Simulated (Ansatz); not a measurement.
Atom: arsenic atom, As, net charge 0, quartet state.

Computed values are from Ansatz (an electronic-structure program). Cores are frozen in the correlated levels unless marked. Open shells are spin-unrestricted. Spin-orbit coupling is left out. Frozen are the shells of the preceding noble gas and the d and f shells that filled before the atom's block. Non-relativistic. Basis-set limits of correlation are two-point, X^-3; Hartree-Fock from the larger set (for Q and 5 zeta extrapolated as (X+1)exp(-9√X)).

The ionisation energy (to the triplet) is 9.97 eV at CCSD(T)/CBS(aug-cc-pVTZ,aug-cc-pVQZ). The electron affinity (to the triplet; negative means unbound) comes out as 0.78 eV at CCSD(T)/CBS(aug-cc-pVTZ,aug-cc-pVQZ). The total energy comes out as -2234.3359 Eh at CCSD(T)/CBS(cc-pVQZ,cc-pV5Z) and the T1 diagnostic is 0.004 at CCSD/cc-pV5Z.
